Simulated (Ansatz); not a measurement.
Isomers

Structures of AlBH₄SO, closed shell, relaxed at PBE0-D4/def2-TZVP (vibrations not checked; lower isomers may exist, and structures with a doubtful reference or unclear bonds are left out). Ansatz 0.2.0; basis: def2-TZVPP; cores frozen in the correlated methods. B3LYP uses VWN-RPA correlation.

(1) Rank them by CCSD(T) energy, lowest first, and give each one's height above the lowest. Links in brackets join atoms within 1.22 times the sum of their covalent radii (1.1 for two metals). (An estimate is asked for; the value comes from the calculation.)
A.
AlBH₄SO ([BH2][Al]([OH])[SH])
```
8
angstrom
B -1.3161 -0.0676 -1.4216
O -0.3167 0.3299 1.6832
Al 0.1592 -0.0351 0.0969
S 2.2623 -0.4659 -0.3786
H -1.9204 -1.0617 -1.7065
H -1.5984 0.9047 -2.0617
H 0.2542 0.3743 2.4475
H 2.6859 -0.3070 0.8870
```
B.
a complex of AlBH₂SO ([O]1[BH]2[S][AlH]12) + H₂
```
8
angstrom
B -1.0876 0.0245 -0.9232
S 0.1719 1.1367 -1.7513
Al 0.9662 0.1315 0.0025
O -0.6108 -0.6031 0.1850
H 0.6917 1.6339 1.7388
H -2.1969 -0.1017 -1.3475
H 2.3164 -0.2069 0.7235
H 0.3808 1.9897 1.1476
```
C.
AlBH₄SO ([OH2][BH]1[AlH][S]1)
```
8
angstrom
B -0.4361 -0.4368 0.1647
S -0.1110 -0.0153 -1.6799
Al 1.4326 -0.9694 -0.4572
O -0.5891 1.0204 0.9499
H -0.2164 1.6508 0.3091
H -1.5322 1.2218 1.0280
H 2.9033 -1.4106 -0.8368
H -1.4203 -1.0327 0.4956
```
D.
a complex of AlBH₂O ([BH2][O][Al]) + H₂S
```
8
angstrom
B -1.1187 -0.2068 -1.0959
O -0.6190 0.2662 0.0458
Al -0.1183 0.9354 1.5548
S 2.3645 -0.9065 1.0405
H -2.0115 -1.0170 -1.0758
H -0.6674 0.1723 -2.1498
H 3.3072 -0.0806 1.5207
H 2.4126 -0.3578 -0.1834
```

(2) Do PBE-D4, r2SCAN-D4, PBE0-D4, B3LYP-D4, wB97M-V, HF, MP2 give the same order? (Judge from chemistry; the calculation decides.)

The T1 diagnostic stays at or below 0.015.

For scale, one of the runs: CCSD(T)/def2-TZVPP, 202 basis functions, launched by `ansatz run in.yaml --threads 2 --pin off --events-out ev --progress --plain --max-ram 4352MiB`. Time: 79 s of wall clock on 2 CPU threads of an Arm Neoverse V1; the host was shared. Peak host memory: 2.4 GiB.

## Answers

(1) Computed: B (0.0 kJ/mol), D (124.8 kJ/mol), A (137.3 kJ/mol), C (285.8 kJ/mol). Heights count from the lowest.

(2) The calculation gives: Lowest first: r2SCAN-D4 B < A < D < C. The others agree with CCSD(T).
